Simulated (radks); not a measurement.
Results of a calculation; reference values are marked as such.
Question: The lanthanum ion La55+, [He]. Code: a radial shooting solver on a logarithmic mesh with Libxc functionals. Model: non-relativistic Kohn-Sham, LDA (Slater exchange, Perdew-Wang correlation), spin-polarised, spherical densities, point nucleus. Every spin shell is full or empty, so the densities are truly spherical. Functionals are evaluated on that one density, not self-consistently. Rank these exchange functionals by their error against the exact value of the orbitals, and give that value: LDA, B88, PW86, SOGGA, revTPSS, SCAN, Tao-Mo, TASK.

Answer: Exact: -35.3683 hartree. From best to worst, with 100 (|E| - |E exact|)/|E exact| (equal figures are ties): revTPSS +0.01, TASK +0.01, SCAN +0.01, Tao-Mo +0.02, PW86 -0.33, B88 -0.85, SOGGA -6.54, LDA -14.22.
